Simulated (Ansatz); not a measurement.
Consider the cleavage of the Si–Ga bond: `F[SiH2][GaH2]` + PH₃ → `F[SiH2]P` + `[GaH3]`.

Computed with Ansatz on PBE0-D4/def2-TZVP structures; ΔE is electronic, products minus reactants. CCSD(T)/CBS adds triple-zeta CCSD(T) − MP2 to the extrapolated MP2 energy (def2 sets, frozen cores). This one scheme is used for every species. DFT in def2-TZVPP. HSE06 is defined as in plane-wave codes. For Ga outer-core shells are correlated without core-valence functions, which leaves a few kJ/mol of doubt a bond. Scalar relativity is left out up to krypton. Each species was taken in one conformer, which may not be the lowest.

| level | ΔE (kJ/mol) | difference from CCSD(T)/CBS |
| --- | --- | --- |
| LDA (SPW92) | -10.6 | 0.0 |
| PBE-D4 | -8.3 | 2.3 |
| revPBE-D4 | -10.8 | -0.2 |
| B97M-V | -20.1 | -9.5 |
| r2SCANh-D4 | -13.5 | -2.9 |
| HSE06-D4 | -10.6 | 0.0 |
| BLYP | -3.6 | 7.0 |
| r2SCAN | -12.9 | -2.3 |
| r2SCANh | -13.3 | -2.7 |
| BHLYP | -9.5 | 1.1 |
| HF/def2-SVP | -7.9 | 2.7 |
| HF/def2-TZVPP | -11.6 | -1.0 |
| CCSD/def2-TZVPP | -9.0 | 1.6 |
| CCSD(T)/def2-TZVPP | -10.1 | 0.5 |
| SCS-MP2/def2-QZVPP | -14.0 | -3.4 |
| CCSD/CBS(def2) | -9.6 | 1.0 |
| CCSD(T)/CBS | -10.6 | 0 |

**Question.** What do rigid-rotor, harmonic-oscillator terms from PBE0-D4/def2-TZVP frequencies (298.15 K, 1 bar) make of the CCSD(T)/CBS value? (Best estimate.)

**Answer.** Computed: ΔZPE = -1.6 kJ/mol, ΔH = -13.5 kJ/mol, ΔS = -13 J/(mol·K), ΔG = -9.5 kJ/mol.

Largest T1 diagnostic among the species: 0.013.

Leaving LDA and LC-ωPBE aside and taking each functional with its dispersion term where it has one, the values, not all of them listed here, spread over 13.6 kJ/mol, from B97M-V to BLYP-D4. LDA lies −3.4 kJ/mol from PBE without D4. From BLYP to BHLYP (50 % exact exchange), in def2-TZVPP and without D4, ΔE moves by −5.8 kJ/mol. At CCSD(T), def2-SVP lies +4.3 kJ/mol from the extrapolated value and def2-TZVPP +0.5 kJ/mol.
